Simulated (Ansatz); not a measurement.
A structure relaxed at r2SCAN-D4/def2-TZVPD in Ansatz, charge -1, doublet:

Cartesian coordinates in Å:
```
K 0.4592 2.3039 0.5763
K -0.4545 -2.2852 -0.5703
O -0.5348 -0.0171 0.4521
O 0.5300 -0.0017 -0.4582
```

(1) Give its formula and point group.

(2) Summarise the bond lengths by kind (pairs closer than 1.2 times the sum of covalent radii, bridged metal pairs left out).

Answers

(1) K₂O₂⁻. Point group D2h (tolerance 0.1 Å).

(2) 4 × K–O 2.49 to 2.53 Å; 1 × O–O 1.40 Å.

The structure holds 1 bond(s) between oxygen atoms. The charge -1 doublet is spin-contaminated (final ⟨S²⟩ up to 1.38, 0.75 for a pure state). The highest occupied level of the charge -1 doublet lies above zero (up to 0.71 eV). Its loss leaves the charge 0 singlet, which lies 0.47 eV higher (vertical, at r2SCAN-D4/def2-TZVPD), but this difference is unsure: the singlet is doubtful (geometry relaxed on an unsound state). An occupied level of the charge -1 doublet lies above an empty one (by up to 0.23 eV), so this SCF solution is probably not the lowest. The gap within one spin of the charge -1 doublet nearly closes, so an electron or hole may be smeared out by delocalisation error. The relaxation made no stability test and no search for a lower SCF solution. The order of the spin states hangs on the level: the quartet lies 0.14 eV below the doublet at PBE0-D4/def2-TZVPD, but 0.07 eV above it at r2SCAN-D4/def2-TZVPD. The doublet is doubtful at PBE0-D4/def2-TZVPD (⟨S²⟩ 1.60, where a pure state has 0.75). The doublet is doubtful at r2SCAN-D4/def2-TZVPD (⟨S²⟩ 1.38, where a pure state has 0.75). The structure comes from a short search, and lower isomers may exist.
